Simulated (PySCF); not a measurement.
# TDDFT excited states: C3H7ClOSi

C₃H₇ClOSi.
Bonds: C1–C2 (double), C2–C3, C3–O4, O4–Si5, Si5–Cl6. Hydrogens: H7, H8 on C1; H9 on C2; H10, H11 on C3; H12, H13 on Si5.

Theory: TDDFT wB97X-D/def2-SVPD, vertical, gas phase, core orbitals frozen in the response (PySCF 2.14.0, density-fitted response routines). The structure is a single GFN2-xTB conformer in the gas phase; no vibrational or solvent corrections. GFN2-xTB frequencies show an imaginary mode (24i cm⁻¹), so this geometry is no minimum at that level. Torsions of this conformer, `[CH2:1]=[CH:2][CH2:3][O:4][SiH2:5][Cl:6]`: C1–C2–C3–O4 -132°, C2–C3–O4–Si5 -150°, C3–O4–Si5–Cl6 178°.

```
state  E (eV)  E (kJ/mol)  λ (nm)       f   main configurations (H = HOMO, L = LUMO)
   S1    7.22         697   171.8   0.103                     H→L (53%), H-1→L (33%)
   S2    7.56         729   164.1   0.272        H→L+1 (42%), H→L (21%), H-1→L (19%)
   S3    7.73         746   160.3  0.0079      H-2→L (30%), H-1→L (13%), H→L+1 (10%)
   S4    7.86         758   157.7   0.040    H→L+4 (31%), H-2→L (15%), H-1→L+1 (14%)
   S5    8.03         775   154.3   0.018  H-1→L+3 (27%), H-1→L+2 (26%), H→L+3 (14%)
   S6    8.21         792   151.0   0.080      H-3→L (25%), H→L+4 (13%), H→L+1 (12%)
   S7    8.32         803   149.0   0.110    H-3→L (30%), H-1→L+1 (17%), H-1→L (13%)
   S8    8.48         818   146.3   0.019    H→L+5 (29%), H-2→L+1 (23%), H-2→L (13%)
```

Triplets (Tamm–Dancoff): T1 4.63 eV, H→L (52%), H→L+1 (30%); T2 7.06 eV, H-1→L (58%), H→L (13%); T3 7.42 eV, H-2→L (43%), H-1→L+1 (13%), H-5→L (10%).

The lowest singlet lies at 7.22 eV (172 nm, vacuum ultraviolet) and is of moderate strength; its leading configuration is HOMO→LUMO (53%). The most intense listed level is S2 at 7.56 eV (164 nm, f = 0.272), 0.34 eV above S1. Löwdin shares by element: HOMO carbon 73%, oxygen 9% (atoms not listed hold the other 18%); LUMO carbon 45%, silicon 16% (atoms not listed hold the other 39%). The oscillator strengths of these states sum to 0.649; summed over the whole spectrum of an exact calculation they would give the number of electrons, 64 (Thomas–Reiche–Kuhn). Orbital energies (eV): HOMO-3 -11.15, HOMO-2 -11.07, HOMO-1 -10.50, HOMO -9.74, LUMO 1.59, LUMO+1 2.03, LUMO+2 2.25. Weighted by f, the mean energy of these states is 7.77 eV. Only the lowest 8 singlets were computed, as vertical energies without vibronic structure.
